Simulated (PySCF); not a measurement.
## Relaxation of quintet HIrO

Computed with UPBE0/[Ir def2-TZVP with ECP60, O def2-TZVP, H def2-TZVP], scalar-relativistic core potentials, density fitting, no spin–orbit coupling, PySCF. A (50,194) grid was used.

A hand-made linear start, of C∞v symmetry, held to at least that symmetry:

```xyz
3
charge 0 multiplicity 5, angstrom
Ir    0.0000    0.0000    0.1236
O     0.0000    0.0000   -1.5964
H     0.0000    0.0000    1.6636
```

At each step, columns x, y, z (Å) and Fx, Fy, Fz (eV/Å):

```
step 0  E − E(last) = 36.01 kJ/mol
Ir   0.000   0.000   0.124   0.000   0.000  -0.020
O    0.000   0.000  -1.596   0.000   0.000  -3.596
H    0.000   0.000   1.664   0.000   0.000   3.616
step 1  E − E(last) = 3.19 kJ/mol
Ir   0.000   0.000   0.122   0.000   0.000  -1.465
O    0.000   0.000  -1.699   0.000   0.000   0.736
H    0.000   0.000   1.767   0.000   0.000   0.729
step 2  E − E(last) = 0.78 kJ/mol
Ir   0.000   0.000   0.107   0.000   0.000  -0.717
O    0.000   0.000  -1.696   0.000   0.000   0.355
H    0.000   0.000   1.780   0.000   0.000   0.362
step 3  E − E(last) = 0.01 kJ/mol
Ir   0.000   0.000   0.092   0.000   0.000   0.018
O    0.000   0.000  -1.693   0.000   0.000  -0.060
H    0.000   0.000   1.792   0.000   0.000   0.042
step 4  E − E(last) = 0.00 kJ/mol
Ir   0.000   0.000   0.092   0.000   0.000   0.001
O    0.000   0.000  -1.695   0.000   0.000  -0.012
H    0.000   0.000   1.793   0.000   0.000   0.011
step 5  E − E(last) = 0.00 kJ/mol
Ir   0.000   0.000   0.092   0.000   0.000   0.001
O    0.000   0.000  -1.695   0.000   0.000  -0.001
H    0.000   0.000   1.794   0.000   0.000   0.000
```

It ends at C∞v with Ir–H 1.702 Å, Ir–O 1.787 Å; H–Ir–O 180.0°. A frequency run shows 2 imaginary modes (one degenerate set), down to 327i cm⁻¹, so it is a higher-order saddle point.

With open d or f shells other occupations or spin states may lie lower. At this level a triplet minimum of Cs symmetry lies 121 kJ/mol below this structure. With an element this heavy the missing spin–orbit coupling can shift these numbers.
